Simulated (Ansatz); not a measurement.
This geometry of C2H9BOSi (14 atoms, charge 0, multiplicity 1) is a first-order saddle point.

The calculation used Ansatz, RKS r2SCAN/6-31G.

```xyz
14
Properties=species:S:1:pos:R:3
C -1.255 0.089 -1.059
C -0.495 -0.859 -0.096
O -1.504 -1.770 0.494
B 0.210 0.024 0.988
Si 1.838 1.159 0.547
H -0.576 0.770 -1.585
H -1.996 0.676 -0.505
H -1.793 -0.518 -1.796
H 0.231 -1.437 -0.696
H -1.261 -2.697 0.302
H -0.266 0.087 2.085
H 2.351 0.973 -0.860
H 1.525 2.625 0.721
H 2.977 0.850 1.487
```

Task: Which two structures does it join? (They come from a converged band through this point; their orientation in space is the band's.)

Result: No bond is made or broken. The dihedral H9–C2–O3–H10 goes from 90 to -60°.

Image 0:

```xyz
14
Properties=species:S:1:pos:R:3
C -1.221 0.144 -1.129
C -0.504 -0.883 -0.222
O -1.559 -1.825 0.184
B 0.237 -0.137 0.933
Si 1.801 1.106 0.576
H -0.504 0.783 -1.656
H -1.907 0.769 -0.547
H -1.814 -0.412 -1.863
H 0.228 -1.423 -0.858
H -1.304 -2.259 1.023
H -0.132 -0.277 2.070
H 2.270 1.106 -0.856
H 1.414 2.523 0.927
H 2.981 0.756 1.448
```

Image 8:

```xyz
14
Properties=species:S:1:pos:R:3
C -1.226 0.053 -1.011
C -0.447 -0.894 -0.063
O -1.370 -1.827 0.595
B 0.301 -0.051 1.022
Si 1.846 1.174 0.540
H -0.557 0.735 -1.548
H -1.959 0.641 -0.446
H -1.773 -0.538 -1.758
H 0.286 -1.458 -0.675
H -1.845 -2.345 -0.091
H -0.076 -0.098 2.157
H 2.267 1.104 -0.907
H 1.480 2.610 0.832
H 3.059 0.863 1.382
```

Task: How far does it lie above each of them?

Result: 2.5 kcal/mol above the first and 2.0 kcal/mol above the second. This is the barrier of this one path; another mechanism may lie lower. Limits of this set-up: no polarisation functions.

Time of the run: 7.7 min on 1 thread of Arm Neoverse V2, with other jobs on the host, peak memory 0.15 GiB.
